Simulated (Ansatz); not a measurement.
Species: CH3Li, charge 0, multiplicity 1. 
Geometry from a B3LYP-D3(BJ)/def2-TZVP (Ansatz, a quantum-chemistry and plane-wave program) optimisation:
```xyz
5

Li    -1.1054    -0.6446    -0.9312
C      0.2701     0.1575     0.2275
H      0.8519    -0.5947     0.7758
H     -0.1547     0.8270     0.9867
H      0.9987     0.7566    -0.3338
```
Charge 0, spin multiplicity 1.

Basis-set convergence of Hartree-Fock and MP2 correlation energies (hartree) with Ansatz. Valence correlation only, unless marked. Spin-orbit coupling is left out. No relativistic terms.

```
basis       functions      E(HF)  E(corr, MP2)
----------  ---------  ---------  ------------
def2-SVP           38  -46.98568      -0.16351
def2-TZVPP         92  -47.03695      -0.20579
def2-QZVPP        182  -47.03977      -0.21894
```

Extrapolating the two largest sets (X = 3 and 4) as X^-3: E(corr) = (64·(-0.21894) - 27·(-0.20579))/37 = -0.2285 Eh, an estimate of the basis-set limit. The largest set recovers 95.8 % of it, the smallest 71.5 %.
